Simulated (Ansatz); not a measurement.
H7Si4, SMILES `[SiH]1[SiH2][SiH2][SiH2]1` radical, relaxed with UKS PBE0-D4/def2-TZVP in the Gaussian-basis code of Ansatz from a PBE-D4/def2-SVP geometry. The force threshold is 0.005 eV/Å; the program also tests the step.

The species carries charge 0 and has multiplicity 2.

Start:

```xyz
11

Si   -0.876    1.533   -0.212
Si   -1.519   -0.717   -0.289
Si    0.809   -1.190   -0.306
Si    1.297    0.999    0.476
H    -1.711    2.722    0.196
H    -2.333   -1.174   -1.472
H    -2.194   -1.214    0.967
H     1.315   -1.397   -1.711
H     1.272   -2.335    0.556
H     1.502    1.038    1.971
H     2.439    1.736   -0.175
```

```json
{"step": "1", "energy (eV)": "-31611.1262", "largest force (eV/Å)": "0.285", "largest move (Å)": "0.000"}
{"step": "2", "energy (eV)": "-31611.1519", "largest force (eV/Å)": "0.081", "largest move (Å)": "0.036"}
{"step": "3", "energy (eV)": "-31611.1531", "largest force (eV/Å)": "0.017", "largest move (Å)": "0.012"}
{"step": "4", "energy (eV)": "-31611.1537", "largest force (eV/Å)": "0.013", "largest move (Å)": "0.021"}
{"step": "5", "energy (eV)": "-31611.1538", "largest force (eV/Å)": "0.014", "largest move (Å)": "0.023"}
{"step": "6", "energy (eV)": "-31611.1539", "largest force (eV/Å)": "0.013", "largest move (Å)": "0.011"}
{"step": "7", "energy (eV)": "-31611.1540", "largest force (eV/Å)": "0.007", "largest move (Å)": "0.008"}
{"step": "8", "energy (eV)": "-31611.1541", "largest force (eV/Å)": "0.006", "largest move (Å)": "0.009"}
{"step": "9", "energy (eV)": "-31611.1541", "largest force (eV/Å)": "0.004", "largest move (Å)": "0.010"}
{"step": "10", "energy (eV)": "-31611.1541", "largest force (eV/Å)": "0.010", "largest move (Å)": "0.013"}
{"step": "11", "energy (eV)": "-31611.1541", "largest force (eV/Å)": "0.009", "largest move (Å)": "0.011"}
{"step": "12", "energy (eV)": "-31611.1542", "largest force (eV/Å)": "0.006", "largest move (Å)": "0.005"}
{"step": "13", "energy (eV)": "-31611.1542", "largest force (eV/Å)": "0.003", "largest move (Å)": "0.003"}
```

End:

```xyz
11

Si   -0.881    1.510   -0.143
Si   -1.516   -0.715   -0.300
Si    0.797   -1.180   -0.286
Si    1.298    1.000    0.465
H    -1.705    2.689    0.246
H    -2.283   -1.117   -1.511
H    -2.224   -1.255    0.897
H     1.321   -1.428   -1.658
H     1.232   -2.291    0.605
H     1.575    1.060    1.929
H     2.387    1.729   -0.242
```

Run time 29 s (4 threads of an AMD EPYC 9B45 on a shared host); peak host memory 0.75 GiB.
